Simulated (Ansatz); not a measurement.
**Nudged elastic band run: Al$_{2}$H$_{6}$N$_{2}$S**

input.yaml

```yaml
crystal:
  periodic: [false, false, false]
  atoms:
    - { symbol: "N", position_ang: [1.847648, 0.625288, 0.174053] }
    - { symbol: Al, position_ang: [0.536241, -0.358744, 0.739114] }
    - { symbol: S, position_ang: [0.849294, -1.574277, 2.445428] }
    - { symbol: "N", position_ang: [-0.990493, -0.29924, -0.140357] }
    - { symbol: Al, position_ang: [-1.430742, 0.61775, -1.558196] }
    - { symbol: H, position_ang: [2.792609, 0.673693, 0.595392] }
    - { symbol: H, position_ang: [1.814745, 1.245738, -0.655307] }
    - { symbol: H, position_ang: [-0.416471, -2.06775, 2.435093] }
    - { symbol: H, position_ang: [-1.743663, -0.90738, 0.251255] }
    - { symbol: H, position_ang: [-0.374655, 1.49845, -2.155912] }
    - { symbol: H, position_ang: [-2.819213, 0.489371, -2.110063] }
basis:
  gaussian: { orbitals: STO-3G }
hamiltonian:
  xc: b3lyp
neb:
  order_check: false
  images: 7
  f_tol: 0.05
  max_iterations: 60
  final_atoms:
    - { symbol: "N", position_ang: [1.64234663, 0.42479599, 0.32681303] }
    - { symbol: Al, position_ang: [0.21652419, -0.48149394, 0.72660225] }
    - { symbol: S, position_ang: [0.22217676, -1.79111103, 2.39132907] }
    - { symbol: "N", position_ang: [-1.21258599, -0.27538721, -0.28082747] }
    - { symbol: Al, position_ang: [-1.45821074, 0.71074975, -1.69865377] }
    - { symbol: H, position_ang: [2.55077123, 0.38678981, 0.82332053] }
    - { symbol: H, position_ang: [1.72040132, 1.08572825, -0.46782261] }
    - { symbol: H, position_ang: [1.51000984, -1.51066741, 2.71969893] }
    - { symbol: H, position_ang: [-2.03839357, -0.83598127, 0.02546771] }
    - { symbol: H, position_ang: [-0.29153682, 1.52661404, -2.16977222] }
    - { symbol: H, position_ang: [-2.79620283, 0.70286203, -2.37565545] }
  initial_path:
    images:
      - { positions_ang: [[1.847648, 0.625288, 0.174053], [0.536241, -0.358744, 0.739114], [0.849294, -1.574277, 2.445428], [-0.990493, -0.29924, -0.140357], [-1.430742, 0.61775, -1.558196], [2.792609, 0.673693, 0.595392], [1.814745, 1.245738, -0.655307], [-0.416471, -2.06775, 2.435093], [-1.743663, -0.90738, 0.251255], [-0.374655, 1.49845, -2.155912], [-2.819213, 0.489371, -2.110063]] }
      - { positions_ang: [[1.85816948, 0.61266338, 0.26192337], [0.43143429, -0.29783417, 0.77956195], [0.61715077, -1.70562591, 2.32277804], [-1.08805744, -0.02878305, -0.03362923], [-1.43122247, 0.61699005, -1.57829824], [2.67586324, 0.4934978, 0.41972576], [1.78813502, 1.30624485, -0.50168686], [0.01222378, -2.09652237, 2.3603284], [-1.87414782, -0.62646746, 0.35335649], [-0.38440496, 1.50724342, -2.22040208], [-2.53984389, 0.16149247, -2.1431576]] }
      - { positions_ang: [[1.86869097, 0.60003876, 0.34979374], [0.32662759, -0.23692435, 0.8200099], [0.38500754, -1.83697482, 2.20012807], [-1.18562187, 0.2416739, 0.07309854], [-1.43170294, 0.61623009, -1.59840048], [2.55911748, 0.3133026, 0.24405952], [1.76152503, 1.36675171, -0.34806673], [0.44091856, -2.12529474, 2.28556381], [-2.00463264, -0.34555493, 0.45545799], [-0.39415491, 1.51603684, -2.28489216], [-2.26047479, -0.16638607, -2.1762522]] }
      - { positions_ang: [[1.87921245, 0.58741414, 0.43766411], [0.22182088, -0.17601452, 0.86045785], [0.15286431, -1.96832373, 2.07747811], [-1.28318631, 0.51213085, 0.17982631], [-1.4321834, 0.61547014, -1.61850273], [2.44237172, 0.1331074, 0.06839327], [1.73491505, 1.42725856, -0.19444659], [0.86961333, -2.15406711, 2.21079921], [-2.13511747, -0.06464239, 0.55755948], [-0.40390487, 1.52483026, -2.34938224], [-1.98110568, -0.4942646, -2.2093468]] }
      - { positions_ang: [[1.88973393, 0.57478953, 0.52553448], [0.11701418, -0.1151047, 0.9009058], [-0.07927892, -2.09967264, 1.95482814], [-1.38075075, 0.7825878, 0.28655408], [-1.43266387, 0.61471019, -1.63860497], [2.32562595, -0.0470878, -0.10727297], [1.70830506, 1.48776542, -0.04082645], [1.29830811, -2.18283948, 2.13603462], [-2.26560229, 0.21627015, 0.65966097], [-0.41365482, 1.53362367, -2.41387232], [-1.70173658, -0.82214313, -2.2424414]] }
      - { positions_ang: [[1.82788711, 0.53729114, 0.47585412], [0.14189168, -0.20670201, 0.85732991], [-0.003915, -2.02253224, 2.06395338], [-1.33870956, 0.51809405, 0.14470869], [-1.43905059, 0.63872008, -1.65361717], [2.38191227, 0.0613816, 0.12537541], [1.71132913, 1.38725612, -0.14757549], [1.35123354, -2.01479646, 2.2819507], [-2.20880011, -0.04679271, 0.50111266], [-0.38312532, 1.53187127, -2.35284729], [-1.97535314, -0.44089184, -2.27574491]] }
      - { positions_ang: [[1.76604028, 0.49979276, 0.42617376], [0.16676918, -0.29829932, 0.81375403], [0.07144892, -1.94539184, 2.17307861], [-1.29666837, 0.2536003, 0.00286331], [-1.44543731, 0.66272997, -1.66862937], [2.43819859, 0.16985101, 0.35802378], [1.71435319, 1.28674683, -0.25432453], [1.40415898, -1.84675345, 2.42786677], [-2.15199793, -0.30985556, 0.34256434], [-0.35259582, 1.53011886, -2.29182227], [-2.2489697, -0.05964055, -2.30904842]] }
      - { positions_ang: [[1.70419346, 0.46229437, 0.37649339], [0.19164668, -0.38989663, 0.77017814], [0.14681284, -1.86825143, 2.28220384], [-1.25462718, -0.01089346, -0.13898208], [-1.45182403, 0.68673986, -1.68364157], [2.49448491, 0.27832041, 0.59067216], [1.71737725, 1.18623754, -0.36107357], [1.45708441, -1.67871043, 2.57378285], [-2.09519575, -0.57291842, 0.18401602], [-0.32206632, 1.52836645, -2.23079725], [-2.52258627, 0.32161074, -2.34235194]] }
      - { positions_ang: [[1.64234663, 0.42479599, 0.32681303], [0.21652419, -0.48149394, 0.72660225], [0.22217676, -1.79111103, 2.39132907], [-1.21258599, -0.27538721, -0.28082747], [-1.45821074, 0.71074975, -1.69865377], [2.55077123, 0.38678981, 0.82332053], [1.72040132, 1.08572825, -0.46782261], [1.51000984, -1.51066741, 2.71969893], [-2.03839357, -0.83598127, 0.02546771], [-0.29153682, 1.52661404, -2.16977222], [-2.79620283, 0.70286203, -2.37565545]] }
```

Launched with:

```bash
$ ansatz run input.yaml --threads 1 --pin off --max-ram 2048MiB --backend cpu --events-out ev --progress --plain --runs-dir out
```

Output, in part (warnings, iteration lines, the closing report on the highest movable image, with atoms numbered from 0):

```
NEB end point (image 0): max|allowed force component| = 9.482e-3 eV/Å (the criterion of neb.relax_end_points is 1.000e-2)
NEB end point (image 8): max|allowed force component| = 4.565e-3 eV/Å (the criterion of neb.relax_end_points is 1.000e-2)
NEB iter   1: max|band force component| = 1.122e3 eV/Å  barrier→ = 193.8256 eV  barrier← = 193.8271 eV  Δτ_max = 0.2000 Å  (202 SCF iters)
NEB iter   2: max|band force component| = 3.236e2 eV/Å  barrier→ = 69.1910 eV  barrier← = 69.1924 eV  Δτ_max = 0.1993 Å  (189 SCF iters)
NEB iter   3: max|band force component| = 2.215e2 eV/Å  barrier→ = 46.8553 eV  barrier← = 46.8568 eV  Δτ_max = 0.2000 Å  (183 SCF iters)
NEB iter   4: max|band force component| = 1.011e2 eV/Å  barrier→ = 20.8155 eV  barrier← = 20.8170 eV  Δτ_max = 0.1986 Å  (187 SCF iters)
NEB iter   5: max|band force component| = 5.019e1 eV/Å  barrier→ = 9.3308 eV  barrier← = 9.3323 eV  Δτ_max = 0.1985 Å  (195 SCF iters)
NEB iter   6: max|band force component| = 2.387e1 eV/Å  barrier→ = 3.7172 eV  barrier← = 3.7187 eV  Δτ_max = 0.2000 Å  (196 SCF iters)
NEB iter   7: max|band force component| = 1.096e1 eV/Å  barrier→ = 1.9634 eV  barrier← = 1.9649 eV  Δτ_max = 0.2000 Å  (186 SCF iters)
NEB iter   8: max|band force component| = 7.956e0 eV/Å  barrier→ = 2.5626 eV  barrier← = 2.5641 eV  Δτ_max = 0.1001 Å  (179 SCF iters)
NEB iter   9: max|band force component| = 4.392e0 eV/Å  barrier→ = 1.1024 eV  barrier← = 1.1039 eV  Δτ_max = 0.1003 Å  (170 SCF iters)
NEB iter  10: max|band force component| = 3.270e0 eV/Å  barrier→ = 0.5953 eV  barrier← = 0.5968 eV  Δτ_max = 0.1002 Å  (168 SCF iters)
NEB iter  11: max|band force component| = 1.804e0 eV/Å  barrier→ = 0.3976 eV  barrier← = 0.3991 eV  Δτ_max = 0.1015 Å  (168 SCF iters)
NEB iter  12: max|band force component| = 1.390e0 eV/Å  barrier→ = 0.3153 eV  barrier← = 0.3168 eV  Δτ_max = 0.1026 Å  (176 SCF iters)
NEB iter  13: max|band force component| = 8.097e-1 eV/Å  barrier→ = 0.2233 eV  barrier← = 0.2247 eV  Δτ_max = 0.1004 Å  (171 SCF iters)
NEB iter  14: max|band force component| = 7.159e-1 eV/Å  barrier→ = 0.2424 eV  barrier← = 0.2439 eV  Δτ_max = 0.1009 Å  (175 SCF iters)
NEB iter  15: max|band force component| = 5.900e-1 eV/Å  barrier→ = 0.1916 eV  barrier← = 0.1930 eV  Δτ_max = 0.1000 Å  (171 SCF iters)
NEB iter  16: max|band force component| = 1.039e0 eV/Å  barrier→ = 0.1785 eV  barrier← = 0.1799 eV  Δτ_max = 0.1985 Å  (171 SCF iters)
NEB iter  17: max|band force component| = 9.774e-1 eV/Å  barrier→ = 0.1944 eV  barrier← = 0.1958 eV  Δτ_max = 0.1930 Å  (174 SCF iters)
NEB iter  18: max|band force component| = 5.571e-1 eV/Å  barrier→ = 0.1846 eV  barrier← = 0.1861 eV  Δτ_max = 0.1943 Å  (180 SCF iters)
NEB iter  19: max|band force component| = 3.625e-1 eV/Å  barrier→ = 0.1621 eV  barrier← = 0.1635 eV  CI = image 4  Δτ_max = 0.0711 Å  (176 SCF iters)
NEB iter  20: max|band force component| = 2.123e-1 eV/Å  barrier→ = 0.1598 eV  barrier← = 0.1613 eV  CI = image 4  Δτ_max = 0.0522 Å  (172 SCF iters)
NEB iter  21: max|band force component| = 2.386e-1 eV/Å  barrier→ = 0.1591 eV  barrier← = 0.1605 eV  CI = image 4  Δτ_max = 0.0262 Å  (175 SCF iters)
NEB iter  22: max|band force component| = 1.039e-1 eV/Å  barrier→ = 0.1588 eV  barrier← = 0.1603 eV  CI = image 4  Δτ_max = 0.0118 Å  (150 SCF iters)
NEB iter  23: max|band force component| = 4.375e-2 eV/Å  barrier→ = 0.1587 eV  barrier← = 0.1602 eV  CI = image 4  Δτ_max = 0.0000 Å  (312 SCF iters)
Total energy: -26791.89245609 eV, -984.5838875644 hartree
Atom 0 at     1.693490     0.598403     0.286879 Å, force    -0.012597    -0.004360    -0.003222 eV/Å
Atom 1 at     0.308556    -0.268310     0.862598 Å, force     0.010905     0.006208    -0.008523 eV/Å
Atom 2 at     0.387807    -1.310496     2.723488 Å, force    -0.004317     0.003653     0.007132 eV/Å
Atom 3 at    -1.131423    -0.192338    -0.145389 Å, force     0.009486    -0.010659     0.018777 eV/Å
Atom 4 at    -1.401761     0.610535    -1.672636 Å, force    -0.000994    -0.005433    -0.002238 eV/Å
Atom 5 at     2.608994     0.669558     0.767627 Å, force    -0.003475    -0.000902    -0.003209 eV/Å
Atom 6 at     1.733372     1.137697    -0.598465 Å, force     0.011480     0.003247     0.006594 eV/Å
Atom 7 at     0.810448    -2.465040     2.143829 Å, force     0.000895    -0.000220    -0.005038 eV/Å
Atom 8 at    -1.951018    -0.712989     0.239339 Å, force    -0.008563     0.002564    -0.009647 eV/Å
Atom 9 at    -0.247116     1.367491    -2.257834 Å, force     0.001801     0.004001    -0.001898 eV/Å
Atom 10 at    -2.746049     0.508388    -2.328936 Å, force    -0.004621     0.001901     0.001272 eV/Å
Dipole moment:     0.042486     0.001839    -0.215948 e Å
```

The forces met the threshold. A vibrational analysis at the climbing image gives one clearly imaginary mode, 225i cm⁻¹: a first-order saddle point. Limits of this set-up: minimal basis.

Final band (atoms are numbered from 1 in the order of the input):

| image | path coordinate (Å) | energy (eV) | dihedral N1–Al2–S3–H8 (°) |
| --- | --- | --- | --- |
| 0 | 0.00 | 0.000 | 179 |
| 1 | 0.44 | 0.016 | -164 |
| 2 | 0.88 | 0.072 | -140 |
| 3 | 1.32 | 0.133 | -116 |
| 4 | 1.76 | 0.159 | -90 |
| 5 | 2.20 | 0.133 | -65 |
| 6 | 2.64 | 0.071 | -40 |
| 7 | 3.08 | 0.016 | -16 |
| 8 | 3.53 | -0.001 | 0 |

Run time: 7.3 min on 1 thread of Intel(R) Xeon(R) Processor @ 2.70GHz, on a shared host, peak memory 0.13 GiB.
